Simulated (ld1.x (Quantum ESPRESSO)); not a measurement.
u(r) = r·R(r): atom against pseudo-atom (potassium)

Columns: radius, all-electron u(r) and pseudo u(r) of the 4p shell (level -0.84 eV) of potassium in the configuration [Ar] 4s1 4p0; LDA (PZ), scalar-relativistic, TM scheme, ld1.x (Quantum ESPRESSO) 7.5.

```tsv
r (bohr)	all-electron	pseudo
0.190	0.0762	0.0022
0.380	0.0288	0.0085
0.570	-0.0559	0.0183
0.760	-0.1151	0.0307
0.950	-0.1390	0.0445
1.140	-0.1344	0.0585
1.330	-0.1110	0.0721
1.520	-0.0766	0.0848
1.710	-0.0366	0.0969
1.900	0.0053	0.1089
2.090	0.0471	0.1219
2.280	0.0875	0.1368
2.470	0.1257	0.1545
2.660	0.1614	0.1755
2.850	0.1943	0.1997
3.040	0.2245	0.2258
3.230	0.2520	0.2521
3.420	0.2769	0.2769
3.610	0.2993	0.2993
3.800	0.3192	0.3192
3.990	0.3368	0.3368
4.180	0.3521	0.3521
4.370	0.3652	0.3652
4.560	0.3762	0.3762
4.750	0.3852	0.3852
4.940	0.3924	0.3924
```

**Question.** How many radial nodes do the two functions have?

**Answer.** The all-electron 4p function has n − l − 1 = 2; the pseudo-wave has 0, since the states of the same l below it are removed with the core.

**Question.** At about which radius was the pseudo-wave matched?

**Answer.** 3.55 bohr. The columns agree to 0.0005 from 3.23 bohr on; several derivatives are matched, so the curves merge somewhat inside the radius.

**Question.** Is the pseudo-wave norm-conserving?

**Answer.** Yes: the TM scheme keeps the norm inside the radius equal to the all-electron one, which fixes the energy derivative of the logarithmic derivative at the level.
